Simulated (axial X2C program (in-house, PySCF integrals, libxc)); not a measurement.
**InBr⁻ along the bond: PBE50, with spin–orbit coupling**

Computed with an in-house relativistic program for diatomic molecules. Two-component (2c) means X2C with spin–orbit coupling and atomic mean-field two-electron Coulomb and Gaunt terms. Basis: In dyall-acv3z [12s13p10d5f1g], Br dyall-acv3z [9s10p7d5f1g] (cores contracted in-house); Gaussian nuclei, density fitting, unrestricted open shells. Masses: In 114.904 u, Br 78.918 u.

State: Ω = 1/2 (⟨Sz⟩ = -0.50, ⟨Lz⟩ = 1.00 at PBE50). Dipoles are positive if Br is the positive end and refer to the centre of mass.

```json
{"R (Å)": "2.402", "μ (D)": "2.058", "HOMO (eV)": "0.51", "LUMO (eV)": "2.33"}
{"R (Å)": "2.513", "μ (D)": "1.250", "HOMO (eV)": "0.42", "LUMO (eV)": "2.34"}
{"R (Å)": "2.595", "μ (D)": "0.644", "HOMO (eV)": "0.34", "LUMO (eV)": "2.34"}
{"R (Å)": "2.678", "μ (D)": "0.043", "HOMO (eV)": "0.27", "LUMO (eV)": "2.33"}
{"R (Å)": "2.761", "μ (D)": "-0.549", "HOMO (eV)": "0.18", "LUMO (eV)": "2.33"}
{"R (Å)": "2.858", "μ (D)": "-1.226", "HOMO (eV)": "0.08", "LUMO (eV)": "2.31"}
{"R (Å)": "2.954", "μ (D)": "-1.889", "HOMO (eV)": "-0.01", "LUMO (eV)": "2.30"}
{"R (Å)": "3.079", "μ (D)": "-2.714", "HOMO (eV)": "-0.14", "LUMO (eV)": "2.27"}
{"R (Å)": "3.230", "μ (D)": "-3.684", "HOMO (eV)": "-0.30", "LUMO (eV)": "2.22"}
{"R (Å)": "3.451", "μ (D)": "-5.018", "HOMO (eV)": "-0.52", "LUMO (eV)": "2.13"}
```

**Question.** The minimum lies at 2.728 Å. What is the dipole moment there?

**Answer.** At PBE50, 2c, with the sign and origin stated: μ = -0.32 D.

The state is a single determinant with fixed occupations, the lowest that a limited PBE0 search found. Density functionals use the spin component along the axis (collinear). Without a current term, density functionals place determinants with orbital angular momentum somewhat too high. The highest occupied level of some functionals is positive through self-interaction error; at Hartree–Fock it is bound. The LUMO of an anion is an unbound level whose energy the basis sets.
